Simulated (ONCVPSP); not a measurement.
## Transferability test, ONCV potential for Sc

| Item | Value |
| --- | --- |
| Element | Sc (Z = 21) |
| Generator | ONCVPSP 4.0.1 |
| Type | optimised norm-conserving Vanderbilt (ONCV) |
| Functional | PBE |
| Relativity | scalar-relativistic |
| Frozen core | [Ar] |
| Valence charge | 3 |
| Reference configuration | 3d1 4s2 |
| Partial waves | 4s: rc 2.90 bohr, ncon 4, nbas 8, qcut 2.8 1/bohr, 2 projectors, debl 0.9 Ha; p scattering state at 0.12 Ha: rc 2.25 bohr, ncon 4, nbas 8, qcut 3.6 1/bohr, 1 projector; 3d: rc 2.20 bohr, ncon 4, nbas 9, qcut 6.6 1/bohr, 2 projectors, debl 1 Ha |
| Local potential | polynomial inside 1.70 bohr (lpopt 1, dvloc0 3 Ha) |
| Core correction | Teter function, fcfact 3.25, rcfact 1.6 |

Energies are relative to the spin-unpolarised reference configuration 3d1 4s2; without spin polarisation the order of configurations can differ from experiment.

| valence configuration | charge | ΔE all-electron (eV) | error AE − PS (meV) |
| --- | --- | --- | --- |
| 3d1 4s1 | +1 | 6.897 | -38 |
| 3d1 4s0 | +2 | 19.665 | -173 |
| 3d1 4s0 4p1 | +1 | 10.327 | -33 |

Q: What are ΔE and the potential's error for 3d1 4s1.5?

A: ΔE = 2.754 eV all-electron; the error (AE − PS) is -6.9 meV.

Levels in the configuration 3d1 4s0 4p1:

```tsv
level	all-electron (eV)	pseudo (eV)
3d	-11.020	-11.101
4p	-6.916	-6.983
```

Note: no bound ghost flagged; GHOST(+) flagged for s at 46.1 eV.
